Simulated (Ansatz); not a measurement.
Nb3O14H13, a hydroxylated oxide cluster. The state is a singlet with charge 0. Geometry r2SCAN-D4/def2-SVP; atoms count from 1.

```xyz
30

Nb   -1.9049   -0.1038    1.4972
Nb    1.8694    0.6551    0.3477
Nb    0.2152   -1.1105   -1.8415
O    -0.0049    1.0394    1.2409
O     2.0768    2.5709    0.2097
O     0.6326    0.9940   -1.4352
O     2.7022    0.3833    2.0014
O    -0.6975   -1.5301    1.7882
O    -1.4584   -0.5859   -0.5891
O    -1.9116    0.5122    3.3046
O     3.3272    0.3188   -0.9175
O    -0.3773   -2.8943   -1.9099
O     1.8967   -1.1451   -2.6591
O     1.1342   -1.0578   -0.0660
O    -0.8479   -0.3876   -3.2720
O    -3.4776   -1.1741    1.4731
O    -2.6880    1.4582    0.7265
H    -0.0592    1.9014    1.6791
H     1.7471    3.0822   -0.5410
H    -0.1947    1.3691   -1.0973
H     2.7912    0.2470    2.9479
H     0.1064   -1.6580    1.2343
H    -2.2086   -0.3510   -1.1568
H    -1.4334    0.0881    4.0283
H     3.9152    1.0332   -1.1978
H    -1.1138   -3.4526   -1.6387
H     2.6670   -0.6988   -2.2222
H    -0.6513    0.4753   -3.6607
H    -3.5190   -2.1208    1.6579
H    -2.5331    2.1423    0.0680
```

In the def2 sets Nb takes a core potential; there is no spin–orbit coupling. Single mean-field runs in def2-TZVP are fitted with def2-universal-jkfit.

(1) Estimate the Mulliken populations of the heavy atoms from the PBE0/def2-TZVP orbitals of Ansatz.

(2) And the Mayer bond orders between heavy atoms (over 0.3)?

Results:

(1) 
```json
{"atom": "Nb1", "charge (e)": "1.83", "d electrons": "2.39"}
{"atom": "Nb2", "charge (e)": "1.82", "d electrons": "2.41"}
{"atom": "Nb3", "charge (e)": "1.74", "d electrons": "2.43"}
{"atom": "O4", "charge (e)": "-0.82", "d electrons": "–"}
{"atom": "O5", "charge (e)": "-0.67", "d electrons": "–"}
{"atom": "O6", "charge (e)": "-0.71", "d electrons": "–"}
{"atom": "O7", "charge (e)": "-0.72", "d electrons": "–"}
{"atom": "O8", "charge (e)": "-0.65", "d electrons": "–"}
{"atom": "O9", "charge (e)": "-0.82", "d electrons": "–"}
{"atom": "O10", "charge (e)": "-0.68", "d electrons": "–"}
{"atom": "O11", "charge (e)": "-0.74", "d electrons": "–"}
{"atom": "O12", "charge (e)": "-0.69", "d electrons": "–"}
{"atom": "O13", "charge (e)": "-0.62", "d electrons": "–"}
{"atom": "O14", "charge (e)": "-0.82", "d electrons": "–"}
{"atom": "O15", "charge (e)": "-0.68", "d electrons": "–"}
{"atom": "O16", "charge (e)": "-0.68", "d electrons": "–"}
{"atom": "O17", "charge (e)": "-0.70", "d electrons": "–"}
```
Mulliken values depend strongly on the basis.

(2) Nb1–O4 0.32 (2.23 Å); Nb1–O8 1.13 (1.89 Å); Nb1–O9 0.37 (2.19 Å); Nb1–O10 1.03 (1.91 Å); Nb1–O16 1.04 (1.90 Å); Nb1–O17 0.96 (1.91 Å); Nb2–O4 0.49 (2.11 Å); Nb2–O5 1.05 (1.93 Å); Nb2–O6 0.47 (2.20 Å); Nb2–O7 0.97 (1.87 Å); Nb2–O11 0.87 (1.96 Å); Nb2–O14 0.98 (1.91 Å); Nb3–O6 0.48 (2.18 Å); Nb3–O9 0.46 (2.16 Å); Nb3–O12 1.03 (1.88 Å); Nb3–O13 1.20 (1.87 Å); Nb3–O14 0.73 (2.00 Å); Nb3–O15 1.03 (1.92 Å).
